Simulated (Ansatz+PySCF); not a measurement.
Values are calculated unless marked as measured or tabulated.
Input for Ansatz (development build ahead of 0.2.0):

```yaml
crystal:
  periodic: [false, false, false]
  atoms:
    - { symbol: Ti, position_ang: [0.0, 0.0, 0.0] }
    - { symbol: "N", position_ang: [0.0, 0.0, 1.582] }
basis:
  gaussian: { orbitals: def2-SVP }
magnetization:
  spin_polarized: true
  initial_magnetization: 1
hamiltonian:
  xc: hf
correlation:
  method: mp2
  frozen_orbitals: { "N": 1, Ti: 5 }
```

The input is written out in the form of the current development build from the run's settings.

The run gave:

```
Converged                       : yes
Reference energy                : -902.58465 hartree
Correlation energy              : -0.37800 hartree
Total energy                    : -902.96265 hartree
Spin squared of the determinant : 1.764
Stability test                  : minimum
```

Caution: another spin multiplicity may lie lower; the unrestricted determinant is a mixture of spin states.
